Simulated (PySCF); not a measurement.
**CsPb at UHF-MP2**

Level: UHF-MP2. PySCF, scalar-relativistic core potentials, basis sets Cs def2-SVP with ECP46, Pb def2-SVP with ECP60.

For CsPb, the state is ⁴Σ⁻ (quartet), unpaired electrons σ ↑, π ↑↑, the bond length is 3.683 Å and the harmonic wavenumber is 76.3 cm⁻¹. The force constant is 0.278 mdyn/Å and the rotational constant Be is 0.01533 cm⁻¹. The anharmonicity ωexe is 0.133 cm⁻¹, the vibration–rotation constant αe is 4.06e-05 cm⁻¹ and the well depth De to Cs + Pb is 1.22 eV. The dissociation energy D0 is 1.21 eV.

Correlated steps freeze 4 core orbitals. Correlated levels converge slowly with the basis: in double zeta they bind strong bonds too weakly, by up to about 1 eV, and carry superposition errors of some tenths. Spin–orbit coupling is left out, which matters for elements this heavy, above all for dissociation energies. The state is the lowest determinant that a PBE0 search found; another state may lie lower at other levels.
